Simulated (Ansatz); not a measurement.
`[CH3][SnH2][SiH3]` + `[OH]`• → `[CH3][SnH][SiH3]`• + H₂O  (hydrogen abstraction from the Sn–H bond)

Computed with Ansatz on PBE0-D4/def2-TZVP structures; ΔE is electronic, products minus reactants. CCSD(T)/CBS adds triple-zeta CCSD(T) − MP2 to the extrapolated MP2 energy (def2 sets, frozen cores). This one scheme is used for every species. DFT in def2-TZVPP. No spin–orbit coupling; open shells (•) take unrestricted orbitals. Elements past krypton have def2 core potentials. For Sn outer-core shells are correlated without core-valence functions, which leaves a few kJ/mol of doubt a bond.

```
             level  ΔE (kcal/mol)
            r2SCAN          -46.1
  CCSD(T)/def2-SVP          -41.6
    MP2/def2-QZVPP          -52.1
SCS-MP2/def2-QZVPP          -48.2
```

Problem. What does CCSD(T)/CBS give? (An estimate is asked.)

Solution. Ansatz gave: -46.7 kcal/mol. The listed levels differ from it by 0.6, 5.1, -5.4, -1.5 kcal/mol.

Largest T1 diagnostic among the species: 0.014.

In def2-TZVPP, CCSD(T) changes the Hartree–Fock value by −16.2 kcal/mol (the triples alone add −1.3 kcal/mol) and MP2 by −22.4 kcal/mol. From BLYP to BHLYP (50 % exact exchange), in def2-TZVPP and without D4, ΔE moves by +7.5 kcal/mol. Leaving LDA and LC-ωPBE aside and taking each functional with its dispersion term where it has one, the values, not all of them listed here, spread over 9.5 kcal/mol, from PBE-D4 to BHLYP-D4. LDA lies −8.0 kcal/mol from PBE without D4.
